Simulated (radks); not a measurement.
Effect of the nuclear size on the chlorine ion Cl2+, [Ne] 3s2 3p3. Calculated with a radial shooting solver on a logarithmic mesh with Libxc functionals: Dirac Kohn-Sham, relativistic LDA (MacDonald-Vosko exchange, VWN5 correlation), spin-unpolarised, spherical densities, finite nucleus; open shells are shared between the two j in proportion to 2j + 1; Fermi nuclear charge, rms radius 3.3654 fm. The rms radius is varied about that value; shifts are against it.

\begin{tabular}{lrrrr}
rms radius (fm) & total energy shift (eV) & density at nucleus (e/bohr^3) & 1s1/2 shift (meV) & 2s1/2 shift (meV) \\ \hline
2.7327 & -0.00474 & 3574 & -1.99 & -0.144 \\
3.1096 & -0.00203 & 3565 & -0.852 & -0.062 \\
3.3654 & 0 & 3560 & 0.000 & 0.000 \\
3.5808 & 0.00183 & 3556 & 0.769 & 0.056 \\
3.8601 & 0.00438 & 3551 & 1.83 & 0.133 \\
\end{tabular}

Slopes of the eigenvalues against <r^2> in GHz/fm^2, as finite differences over the two radii next to the reference (eigenvalue slopes, not the field-shift constants of lines): 1s1/2 124, 2s1/2 9.00.
